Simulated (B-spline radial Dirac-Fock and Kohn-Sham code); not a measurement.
**Bi²⁺ 6p1/2: cross section and angular parameters**

System: Bi²⁺, configuration [Xe] 4f14 5d10 6s2 6p1; threshold 24.68 eV (orbital energy of the model). Method: Dirac-Hartree-Slater photoionisation with a Latter tail; cross sections with all multipoles, angular parameters from the dipole term and its interference with E2. Computed with a radial atomic solver.

For linearly polarised light dσ/dΩ = σ/(4π) [1 + β P₂(cos θ) + (δ + γ cos²θ) sin θ cos φ], with θ from the polarisation vector and φ the angle between the beam and the projection of the electron momentum on the plane normal to the polarisation.

```
hν (eV)   σ (kb)      β       γ       δ
   57.2     62.0  1.677   0.171  -0.011
   94.6     14.4  1.092   0.332  -0.014
    150     3.95  0.338   0.196   0.007
    197     2.13  0.043   0.049   0.027
    200     2.06  0.033   0.041   0.028
    334    0.873  0.225   0.012   0.044
    600    0.442  0.974   0.345   0.022
    681    0.385  1.108   0.398   0.016
    898    0.283  1.343   0.456   0.006
   1120    0.218  1.480   0.439   0.000
   1750    0.122  1.647   0.281  -0.005
   1970    0.103  1.673   0.224  -0.006
   3090   0.0520  1.724   0.035  -0.007
   4000   0.0339  1.726  -0.011  -0.007
   4640   0.0262  1.720  -0.006  -0.008
   4980   0.0231  1.715   0.006  -0.008
   5140   0.0218  1.713   0.013  -0.008
 5414.7   0.0198  1.709   0.028  -0.008
   5810        ?      ?       ?       ?
   5960   0.0166  1.700   0.065  -0.008
   6000   0.0164  1.699   0.068  -0.008
   7560   0.0105  1.670   0.207  -0.006
   7610   0.0103  1.669   0.212  -0.006
  11700  0.00420  1.594   0.652   0.004
  11800  0.00413  1.592   0.663   0.004
  12000  0.00398  1.589   0.684   0.005
  12400  0.00370  1.582   0.727   0.006
  13100  0.00328  1.570   0.800   0.009
  14100  0.00278  1.554   0.902   0.012
  15000  0.00241  1.540   0.991   0.016
```

Problem. Give the values at 5810 eV.

Solution. σ = 0.0174 kb, β = 1.702, γ = 0.054, δ = -0.008.
